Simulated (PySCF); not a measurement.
# Deuteron quadrupole couplings in 1-methyl-1H-indene

Species: 1-methyl-1H-indene, C10H10.
Geometry (PBE0-D3(BJ)/def2-SVP, Å), atoms numbered from 1 in this order:
```
atom  x, y, z in Å
C1    -2.1277   -1.4403   -0.0259
C2    -1.4390   -0.1333   -0.4186
C3    -1.7299    1.0156    0.5118
C4    -0.5930    1.5432    1.0063
C5     0.5553    0.8146    0.4677
C6     1.9264    0.9709    0.6698
C7     2.8033    0.1057    0.0131
C8     2.3193   -0.8972   -0.8301
C9     0.9442   -1.0532   -1.0355
C10    0.0678   -0.1942   -0.3876
H11   -1.8185   -1.7502    0.9835
H12   -1.8681   -2.2486   -0.7259
H13   -3.2225   -1.3276   -0.0324
H14   -1.7686    0.1421   -1.4399
H15   -2.7434    1.3522    0.7381
H16   -0.5212    2.3839    1.6987
H17    2.3084    1.7539    1.3295
H18    3.8808    0.2125    0.1605
H19    3.0217   -1.5660   -1.3332
H20    0.5730   -1.8403   -1.6975
```

Level: PBE0/pcSseg-1 (PySCF, non-relativistic); Q(2H) = 0.00286 b; rigid geometry, the same for H and D, with no vibrational averaging.

Problem. Rank these positions by the coupling χzz of a deuteron there, largest first.
A. H13 (methyl hydrogen)
B. H14 (methine hydrogen)
C. H18 (aromatic hydrogen)

Solution. C (205 kHz), A (196 kHz), B (187 kHz).

Problem. Tabulate Vzz, the asymmetry η and χzz = 234.96 MHz × Q × Vzz for every hydrogen position.

Solution. 
```tsv
atom	bonded to	bond length (Å)	Vzz (au)	η	χzz (kHz)
H11	C1	1.100	0.2904	0.03	195
H12	C1	1.100	0.2926	0.03	197
H13	C1	1.101	0.2919	0.03	196
H14	C2	1.108	0.2787	0.00	187
H15	C3	1.092	0.3095	0.05	208
H16	C4	1.091	0.3088	0.05	208
H17	C6	1.093	0.3048	0.07	205
H18	C7	1.093	0.3047	0.07	205
H19	C8	1.093	0.3051	0.07	205
H20	C9	1.093	0.3038	0.07	204
```

Problem. How does χzz go with the bond length over the 10 C–H bonds?

Solution. A straight-line fit has a slope of -12.1 kHz for each 0.01 Å, with a correlation coefficient of -0.99, over lengths from 1.091 to 1.108 Å. The longer bonds have the smaller couplings here.

Problem. A static deuteron (I = 1) shows a doublet split by (3/2)χ, (3/4)χ(1 + η) and (3/4)χ(1 − η) with the field along z, y and x of the gradient. What are these for H11?

Solution. With |χ| = 195.1 kHz and η = 0.026: 293, 150 and 143 kHz, to first order and without motion.

Geometry: PBE0-D3(BJ)/def2-SVP; no solvent, vibrations or thermal averaging. With a basis this small, the couplings can be 20 % off.
